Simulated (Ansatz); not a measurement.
F$_{2}$H$_{4}$In$_{2}$S$_{2}$ (`[F][In@H-]1[SH+][In@@H-]([F])[SH+]1`) at its PBE0-D4/def2-TZVP geometry, where that method's forces vanish. The species carries charge 0 and has multiplicity 1. In takes the def2 core potential.

```xyz
10

F     0.0613   -2.4898    1.0865
In   -0.7780   -0.7615    1.4557
S     1.2939    0.7304    1.1660
In    0.3336    1.3886   -1.1245
F     1.4980    0.2893   -2.2484
S    -1.6354   -0.2484   -0.9115
H    -1.8154   -0.3977    2.7472
H     1.9597   -0.2948    0.5986
H    -0.0462    3.0248   -1.3601
H    -0.8715   -1.2408   -1.4095
```

(1) What forces (eV/Å) does ωB97M-V/def2-TZVPP give on these atoms in Ansatz 0.2.0? (Estimate.)

Results:

(1) The calculation gave: 
```
F1   0.013 -0.018 -0.010
In2 -0.055  0.082  0.039
S3   0.005 -0.073 -0.059
In4 -0.058  0.078  0.045
F5   0.013 -0.018 -0.009
S6   0.081 -0.048 -0.005
H7   0.062 -0.021 -0.077
H8  -0.044  0.058  0.030
H9   0.023 -0.098  0.014
H10 -0.040  0.059  0.032
```
